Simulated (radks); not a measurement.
Values are calculated unless marked as measured or tabulated.
The europium ion Eu2+ inside a hard spherical wall (all orbitals vanish at R), configuration held at [Xe] 4f7 and not refilled when levels cross. Code: a radial shooting solver on a logarithmic mesh with Libxc functionals. Model: scalar-relativistic Kohn-Sham, r2SCAN, spin-polarised, spherical densities, finite nucleus; open shells are filled with parallel spins first (spin-orbit coupling, left out, can overturn this in heavy ions); meta-GGA in the generalised Kohn-Sham scheme; Fermi nuclear charge, rms radius 5.1115 fm. Eigenvalues in eV for spin up, with the zero of energy where the potential of the charges vanishes at infinity; a dash marks a level that is unbound or too diffuse for the functional's potential to be trusted. A positive occupied level is held by the wall or, in an anion where self-interaction has pushed it up, behind a barrier. The pressure on the wall is -dE/dV.

| R (bohr) | E (hartree) | kinetic (hartree) | e(4d) | e(5s) | e(5p) | e(4f) | e(5d, empty) | e(6s, empty) | pressure (GPa) |
|---|---|---|---|---|---|---|---|---|---|
| free | -10844.2279 | 11616.905 | -152.76 | -60.720 | -38.879 | -17.736 | -13.488 | -13.200 | 0 |
| 20 | -10844.2279 | 11616.905 | -152.76 | -60.720 | -38.879 | -17.736 | -13.488 | -13.200 | < 0.0001 |
| 15 | -10844.2279 | 11616.905 | -152.76 | -60.720 | -38.879 | -17.736 | -13.488 | -13.200 | < 0.0001 |
| 8 | -10844.2279 | 11616.905 | -152.76 | -60.720 | -38.879 | -17.735 | -13.481 | -13.144 | 0.000411 |
| 7 | -10844.2279 | 11616.905 | -152.75 | -60.717 | -38.876 | -17.732 | -13.455 | -12.988 | 0.00445 |
| 6 | -10844.2275 | 11616.909 | -152.73 | -60.700 | -38.861 | -17.710 | -13.344 | -12.439 | 0.0574 |
| 3.5 | -10844.0528 | 11618.295 | -149.77 | -58.528 | -36.540 | -14.907 | -7.914 | 4.938 | 85.4 |
| 2.5 | -10841.9172 | 11629.911 | -135.15 | -46.376 | -21.857 | -0.839 | 15.231 | 66.034 | 2280 |
